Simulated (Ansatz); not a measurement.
Input for Ansatz (a quantum-chemistry and plane-wave program): U-PBE0/def2-TZVPP on BaBr, 2S+1 = 4, a spin state set in the input, which need not be the lowest. Elements past Kr take the def2 small-core potentials; no spin–orbit coupling.

Ansatz 0.2 input:
```yaml
crystal:
  periodic: [false, false, false]
  atoms:
    - {symbol: Br, position_ang: [0.00000000, 0.00000000, 0.00000000]}
    - {symbol: Ba, position_ang: [0.00000000, 0.00000000, 3.18200000]}
basis:
  gaussian:
    orbitals: def2-TZVPP
hamiltonian:
  xc: {name: PBE0}
magnetization: {spin_polarized: true, initial_magnetization: 3}
relax: {f_tol: 0.002, max_steps: 120}
```

The log:

```
WARN ansatz: RAYON_NUM_THREADS=1 ignored (pool sized by the plan → 1); use --threads N
Functional definition: PBE0
integrals: 0.03 GiB planned
709 factors; their error is unknown
mean field: 0.36 GiB planned
mean field evaluation 1: about -70727.5011 eV, gradient 7.8e0 eV
mean field evaluation 2: about -70727.7959 eV, gradient 4.8e0 eV
mean field evaluation 4: about -70727.8864 eV, gradient 2.4e-1 eV
mean field evaluation 8: about -70728.3320 eV, gradient 2.8e-2 eV
mean field evaluation 16: about -70728.3321 eV, gradient 3.4e-4 eV
mean field evaluation 32: about -70728.3381 eV, gradient 2.3e-1 eV
mean field evaluation 64: about -70728.4557 eV, gradient 4.5e-5 eV
mean field evaluation 96: about -70728.4296 eV, gradient 1.7e0 eV
mean field evaluation 128: about -70727.7135 eV, gradient 4.4e0 eV
mean field evaluation 160: about -70728.1484 eV, gradient 9.5e-1 eV
mean field evaluation 192: about -70728.4539 eV, gradient 4.7e-1 eV
mean field evaluation 224: about -70728.4542 eV, gradient 4.5e-2 eV
mean field -70728.45565720 eV, -2599.2228039331 hartree, gradient 6.2e-10 eV, S^2 3.754101; 16 other end points of the search recorded, 0 dependent functions left out
the calculation of the forces begins
reference -70728.45569290 eV, -2599.2228052450 hartree; 24, 21 occupied and 64, 67 virtual orbitals, 709 factors
relax step   1: F+E_penalty+E_count = -70728.45565720 eV  Δ(F+E_penalty+E_count) = +0.000e0 eV  max|allowed force component| = 6.088e-1 eV/Å  Δτ_max = 0.0000 Å  (1158 SCF iters, accepted)
these checks for a lower state are left out or cut short: starts, cluster_reference, orbital_swaps, neighbouring_geometries, increment
integrals: 0.03 GiB planned
709 factors; their error is unknown
mean field: 0.36 GiB planned
mean field evaluation 256: about -70728.5009 eV, gradient 8.7e-4 eV
mean field -70728.50094823 eV, -2599.2244683476 hartree, gradient 5.7e-10 eV, S^2 3.754121; 1 other end points of the search recorded, 0 dependent functions left out
the calculation of the forces begins
reference -70728.50098407 eV, -2599.2244696647 hartree; 24, 21 occupied and 64, 67 virtual orbitals, 709 factors
relax step   2: F+E_penalty+E_count = -70728.50094823 eV  Δ(F+E_penalty+E_count) = -4.529e-2 eV  max|allowed force component| = 4.192e-1 eV/Å  Δτ_max = 0.0445 Å  (281 SCF iters, accepted)
these checks for a lower state are left out or cut short: starts, cluster_reference, orbital_swaps, neighbouring_geometries, increment
integrals: 0.03 GiB planned
709 factors; their error is unknown
mean field: 0.36 GiB planned
mean field evaluation 288: about -70728.5236 eV, gradient 6.6e-4 eV
mean field -70728.52356563 eV, -2599.2252995218 hartree, gradient 6.4e-10 eV, S^2 3.754133; 0 other end points of the search recorded, 0 dependent functions left out
the calculation of the forces begins
reference -70728.52360151 eV, -2599.2253008405 hartree; 24, 21 occupied and 64, 67 virtual orbitals, 709 factors
relax step   3: F+E_penalty+E_count = -70728.52356563 eV  Δ(F+E_penalty+E_count) = -2.262e-2 eV  max|allowed force component| = 3.220e-1 eV/Å  Δτ_max = 0.0307 Å  (260 SCF iters, accepted)
these checks for a lower state are left out or cut short: starts, cluster_reference, orbital_swaps, neighbouring_geometries, increment
integrals: 0.03 GiB planned
709 factors; their error is unknown
mean field: 0.36 GiB planned
mean field evaluation 320: about -70728.5589 eV, gradient 1.1e0 eV
mean field -70728.56664152 eV, -2599.2268825317 hartree, gradient 5.1e-10 eV, S^2 3.754165; 0 other end points of the search recorded, 0 dependent functions left out
the calculation of the forces begins
reference -70728.56667720 eV, -2599.2268838427 hartree; 24, 21 occupied and 64, 67 virtual orbitals, 709 factors
relax step   4: F+E_penalty+E_count = -70728.56664152 eV  Δ(F+E_penalty+E_count) = -4.308e-2 eV  max|allowed force component| = 1.305e-1 eV/Å  Δτ_max = 0.1016 Å  (279 SCF iters, accepted)
these checks for a lower state are left out or cut short: starts, cluster_reference, orbital_swaps, neighbouring_geometries, increment
integrals: 0.03 GiB planned
709 factors; their error is unknown
mean field: 0.36 GiB planned
mean field evaluation 352: about -70728.5861 eV, gradient 1.6e-3 eV
mean field -70728.58613596 eV, -2599.2275989389 hartree, gradient 1.6e-10 eV, S^2 3.754156; 0 other end points of the search recorded, 0 dependent functions left out
the calculation of the forces begins
reference -70728.58617105 eV, -2599.2276002284 hartree; 24, 21 occupied and 64, 67 virtual orbitals, 709 factors
relax step   5: F+E_penalty+E_count = -70728.58613596 eV  Δ(F+E_penalty+E_count) = -1.949e-2 eV  max|allowed force component| = 7.021e-4 eV/Å  Δτ_max = 0.1976 Å  (293 SCF iters, accepted)
these checks for a lower state are left out or cut short: starts, cluster_reference, orbital_swaps, neighbouring_geometries, increment
integrals: 0.03 GiB planned
709 factors; their error is unknown
mean field: 0.36 GiB planned
mean field evaluation 384: about -70728.5861 eV, gradient 8.6e-6 eV
mean field -70728.58613706 eV, -2599.2275989795 hartree, gradient 3.3e-11 eV, S^2 3.754156; 0 other end points of the search recorded, 0 dependent functions left out
the calculation of the forces begins
reference -70728.58617215 eV, -2599.2276002689 hartree; 24, 21 occupied and 64, 67 virtual orbitals, 709 factors
relax step   6: F+E_penalty+E_count = -70728.58613706 eV  Δ(F+E_penalty+E_count) = -1.103e-6 eV  max|allowed force component| = 3.413e-4 eV/Å  Δτ_max = 0.0011 Å  (158 SCF iters, accepted)
integrals: 0.03 GiB planned
709 factors; their error is unknown
mean field: 0.36 GiB planned
mean field evaluation 416: about -70728.5443 eV, gradient 2.8e-4 eV
mean field evaluation 448: about -70728.5400 eV, gradient 2.3e0 eV
mean field evaluation 480: about -70728.5811 eV, gradient 7.3e-5 eV
mean field evaluation 512: about -70727.7590 eV, gradient 4.1e0 eV
mean field evaluation 544: about -70728.1803 eV, gradient 9.7e-1 eV
mean field evaluation 576: about -70728.5788 eV, gradient 8.0e-1 eV
mean field evaluation 608: about -70728.5861 eV, gradient 6.3e-2 eV
mean field evaluation 640: about -70728.5708 eV, gradient 1.3e-1 eV
mean field -70728.58613706 eV, -2599.2275989795 hartree, gradient 3.2e-11 eV, S^2 3.754156; 18 other end points of the search recorded, 0 dependent functions left out
the calculation of the forces begins
reference -70728.58617215 eV, -2599.2276002689 hartree; 24, 21 occupied and 64, 67 virtual orbitals, 709 factors
Total energy: -70728.58617215 eV, -2599.2276002689 hartree
Atom 0 at    -0.000000     0.000000    -0.373299 Å, force     0.000000    -0.000000     0.000341 eV/Å
Atom 1 at     0.000000    -0.000000     3.555299 Å, force    -0.000000     0.000000    -0.000341 eV/Å
Dipole moment:     0.000000     0.000000    -0.168606 e Å
```

The calculation finished and met its thresholds.

Cost: about 5 core-minutes (a rough figure).
